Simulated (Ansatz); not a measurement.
Reactions of CH8ClNSi2 (`N[SiH2]C[SiH2]Cl`).

Calculated with Ansatz (gas phase, PBE0-D4/def2-TZVP geometries, no zero-point term in ΔE). CCSD(T)/CBS is the MP2 limit (def2-TZVPP, def2-QZVPP) plus CCSD(T) − MP2 in def2-TZVPP, frozen cores. This one scheme is used for every species. DFT in def2-TZVPP. One conformer a species, not always the lowest.

```
                                                               reaction  CCSD(T)/CBS(def2) (kJ/mol)
                  `N[SiH2]C[SiH2]Cl` + `BS` → `N[SiH2]CBS` + `[SiH3]Cl`                           ?
`N[SiH2]C[SiH2]Cl` + `C[SiH](N)Cl` → `C[SiH](Cl)N[SiH2]Cl` + `C[SiH2]N`                         -57
        `N[SiH2]C[SiH2]Cl` + `O[SiH3]` → `[SiH3]OC[SiH2]Cl` + `N[SiH3]`                         125
                    `N[SiH2]C[SiH2]Cl` + H–F → `N[SiH2]F` + `C[SiH2]Cl`                        -148
```

Task: Fill in the missing values. (An estimate is asked.)

Result: The calculation gave: `N[SiH2]C[SiH2]Cl` + `BS` → `N[SiH2]CBS` + `[SiH3]Cl`: -8.3 kJ/mol.

Largest T1 diagnostic: 0.015, for `BS`.
